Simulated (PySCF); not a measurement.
Bi(Cl)3 cation (BiCl3), SMILES [Cl][Bi]([Cl])[Cl] (connectivity only; charge and spin as stated), charge +1, multiplicity 2.

Geometry optimised at PBE-D3(BJ)/def2-SVP. The spin state was assumed, not searched. The isomer is the one that the SMILES or the coordinates give; other isomers of the formula were not compared. The def2 effective core potentials stand for the cores of Bi; spin–orbit coupling is left out.

Computed with PBE0/def2-TZVPD (PySCF).

Isolated molecule, no solvent.

| Property | Result |
|---|---|
| total energy | -1594.58066 hartree |
| point group | Cs |
| α spin, highest occupied and lowest empty level | -14.29 and -8.90 eV |
| β spin, highest occupied and lowest empty level | -14.26 and -11.00 eV |
| dipole moment about the centre of nuclear charge | 0.541 e·Å |
| mean static polarisability | 87.4 bohr³ (12.96 Å³) |
| polarisability, principal values | 69.7, 93.7, 99.0 bohr³ |
| ⟨S²⟩ | 0.758 (pure state 0.75) |
